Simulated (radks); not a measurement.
Results of a calculation; reference values are marked as such.
Species: Ni. Configuration: [Ar] 3d8 4s2. Level of theory: Dirac Kohn-Sham, PBE, spin-unpolarised, spherical densities, finite nucleus; open shells fill j = l - 1/2 first; Fermi nuclear charge, rms radius 3.7757 fm (a radial shooting solver on a logarithmic mesh with Libxc functionals).

Spin-orbit splittings of the eigenvalues, e(l+1/2) - e(l-1/2), with zeta = 2 splitting/(2l+1) and mean radii in bohr:

| shell | occ. | splitting (eV) | zeta (eV) | <r> j=l-1/2 | <r> j=l+1/2 |
|---|---|---|---|---|---|
| 2p | 6 | ? | ? | 0.2131 | 0.2163 |
| 3p | 6 | 2.208 | 1.472 | 0.7717 | 0.7819 |
| 3d | 8 | 0.2391 | 0.09563 | 1.007 | 1.015 |

Estimate the 2p splitting.

Answer. 17.48 eV (zeta = 11.66 eV).
